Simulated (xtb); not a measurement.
xtb input:

```bash
xtb mol.xyz --gfn 1 --opt tight --chrg 0 --uhf 0
```
mol.xyz:
```
14

Si    -2.29980757     0.63288209    -1.06195154
Si    -1.24487293    -1.38070664    -0.49028104
Si     0.08468056    -1.03683830     1.41061792
Si     1.35013160     0.89949745     1.05045677
Cl     2.15031520     0.78021811    -0.86707089
H     -3.16131704     0.47042469    -2.25777742
H     -3.13902658     1.09187751     0.07222660
H     -1.27569289     1.66710273    -1.33962908
H     -0.38034054    -1.83533828    -1.60646749
H     -2.25827450    -2.43279264    -0.22015382
H     -0.76816408    -0.82608057     2.60930745
H      0.99027620    -2.18427053     1.66814622
H      2.47784755     1.06926052     1.99338158
H      0.49749062     2.10842436     1.09738136
```

### Question
What final total energy does it print?

### Answer
-16.56824 Eh (GFN1-xTB).
